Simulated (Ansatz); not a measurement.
Relaxation of a periodic cell of 17 atoms, CoSi16 (host Si, host structure diamond, interstitial Co), to a largest force component of 0.03 eV/Å in at most 60 steps.

Theory: Ansatz, DFT PBE, scalar-relativistic, plane waves, PAW. Settings: PAW set soft_1, cutoff 420 eV, k mesh 2x2x2, gaussian smearing 0.02 eV, spin collinear.

```xyz
17
Lattice="0.0000 5.4300 5.4300 5.4300 0.0000 5.4300 5.4300 5.4300 0.0000" Properties=species:S:1:pos:R:3
Si 0.000 0.000 0.000
Si 1.357 1.357 1.357
Si 2.715 2.715 0.000
Si 4.072 4.072 1.357
Si 2.715 0.000 2.715
Si 4.072 1.357 4.072
Si 5.430 2.715 2.715
Si 6.787 4.072 4.072
Si 0.000 2.715 2.715
Si 1.357 4.072 4.072
Si 2.715 5.430 2.715
Si 4.072 6.787 4.072
Si 2.715 2.715 5.430
Si 4.072 4.072 6.787
Si 5.430 5.430 5.430
Si 6.787 6.787 6.787
Co 6.050 6.078 8.839
```

**Question.** Where does it end, and by what steps?

**Answer.** It converged. The force dipped under the threshold on the way, but the program's further checks kept it going. Limits of this set-up: coarse k mesh, a small cell, in which the defect meets its images. After 11 steps the energy has fallen by 0.445 eV; Co17 moved furthest, 0.51 Å. Joined: Si14–Co17 (3.48 → 2.72 Å).

```csv
step,energy less start (eV),largest force component (eV/Å),accepted
0,0.0000,1.340,yes
1,-0.2333,0.613,yes
2,-0.2911,0.268,yes
3,-0.3330,0.322,yes
4,-0.4130,0.156,yes
5,-0.4414,0.084,yes
6,-0.4397,0.081,no
7,-0.4444,0.036,yes
8,-0.4420,0.080,no
9,-0.4452,0.016,yes
10,-0.4454,0.005,yes
11,-0.4454,0.004,yes
```

```xyz
17
Lattice="0.0000 5.4300 5.4300 5.4300 0.0000 5.4300 5.4300 5.4300 0.0000" Properties=species:S:1:pos:R:3
Si 0.009 0.012 0.003
Si 1.350 1.350 1.350
Si 2.695 2.695 -0.031
Si 4.054 4.054 1.317
Si 2.697 0.063 2.771
Si 4.000 1.416 4.120
Si 5.416 2.717 2.726
Si 6.779 4.062 4.044
Si 0.061 2.696 2.769
Si 1.412 4.002 4.117
Si 2.715 5.417 2.724
Si 4.061 6.779 4.044
Si 2.832 2.838 5.611
Si 4.223 4.224 6.935
Si 5.469 5.470 5.379
Si 6.797 6.798 6.732
Co 5.780 5.783 8.527
```

The run took 2.5 min on 2 threads of Arm Neoverse V1, with other jobs on the host, peak memory 0.74 GiB.
